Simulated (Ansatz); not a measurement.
`FC[S][AlH2]`. Charge 0, multiplicity 1. The geometry is a stationary point of PBE0-D4/def2-TZVP. It is one conformer, not always the lowest.

```xyz
8

F     0.034    0.867   -0.666
C     0.083   -0.537   -1.125
S    -0.449   -1.533    0.251
Al   -0.127    0.463    1.283
H     1.123   -0.672   -1.414
H    -0.589   -0.567   -1.980
H     1.332    0.782    1.805
H    -1.407    1.198    1.845
```

Problem. What is the dipole moment at B3LYP/def2-TZVPP? (Estimate.)

Solution. Ansatz gave: 2.32 D, with components (0.51, -0.03, -2.26) D in this frame, pointing from negative to positive charge.

Problem. And with PBE, r2SCAN, ωB97M-V? (Best estimate.)

Solution. The calculation gave: PBE 2.30 D, r2SCAN 2.38 D, ωB97M-V 2.35 D.

Problem. Give the Mulliken charges with B3LYP, ωB97M-V, r2SCAN in def2-TZVPP. (Estimate.)

Solution. Ansatz gave: 
```
atom  B3LYP  ωB97M-V  r2SCAN
  F1  -0.18    -0.16   -0.17
  C2   0.02    -0.04    0.12
  S3  -0.28    -0.24   -0.31
 Al4   0.46     0.38    0.50
  H5   0.15     0.16    0.11
  H6   0.16     0.16    0.11
  H7  -0.17    -0.14   -0.19
  H8  -0.16    -0.13   -0.18
```

B3LYP here is the variant with VWN-RPA as its local correlation; programs differ in this.
